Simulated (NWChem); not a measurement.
System: BH2SOF; SMILES OB(F)S

NWChem input:

```
start job
memory heap 200 mb stack 900 mb global 1100 mb
geometry units angstroms noautosym nocenter noautoz
  B      0.013758    -0.457589     0.000000
  F     -1.118845    -1.169069     0.000000
  O      1.222669    -1.072195     0.000000
  H      1.132478    -2.038481     0.000000
  S     -0.121722     1.361178     0.000000
  H      1.206721     1.594554     0.000000
end
basis spherical
  * library 6-311g**
end
dft
  xc b3lyp
  iterations 150
end
property
  shielding
end
task dft property
```

The geometry was optimised at B3LYP/6-31G* (spherical d). B3LYP is NWChem's, with the RPA form of VWN correlation.

GIAO values for the isolated, static molecule; σ is the absolute isotropic shielding, δ = σ(reference) − σ with the isolated reference molecule computed at the same levels (11B: boron trifluoride, 19F: trichlorofluoromethane, 1H: tetramethylsilane, 17O: water).

Atoms are numbered as in the input.

Predict the main results of this run. (B3LYP/6-311G** (spherical d), GIAO.) Quantities: δ B1 (ppm); δ F2 (ppm); δ O3 (ppm); δ H4 (ppm); σ S5 (ppm); δ H6 (ppm).


- δ B1 (ppm) = 20.4
- δ F2 (ppm) = -102.5
- δ O3 (ppm) = 127.7
- δ H4 (ppm) = 3.96
- σ S5 (ppm) = 652.5
- δ H6 (ppm) = 1.60
